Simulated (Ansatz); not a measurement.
All numbers were calculated with Ansatz.

A structure relaxed at PBE0-D4/def2-TZVP, charge 0, multiplicity 1:

| atom | x (Å) | y (Å) | z (Å) |
| --- | --- | --- | --- |
| O1 | -1.413 | 1.232 | -0.119 |
| Si2 | 0.108 | 0.810 | 0.320 |
| C3 | 0.542 | -0.885 | -0.440 |
| F4 | 1.771 | -1.311 | -0.016 |
| Cl5 | -0.705 | -2.049 | 0.104 |
| H6 | -2.121 | 0.634 | 0.130 |
| H7 | 0.284 | 0.651 | 1.784 |
| H8 | 1.010 | 1.844 | -0.234 |
| H9 | 0.525 | -0.926 | -1.531 |

(1) Give its formula and SMILES.

(2) Summarise the bond lengths by kind.

## Answers

(1) CH4ClFOSi, `O[SiH2]C(F)Cl`.

(2) 1 × O–Si 1.639 Å; 1 × H–O 0.959 Å; 1 × C–Si 1.908 Å; 2 × H–Si 1.480 to 1.483 Å; 1 × C–F 1.368 Å; 1 × C–Cl 1.790 Å; 1 × C–H 1.092 Å.
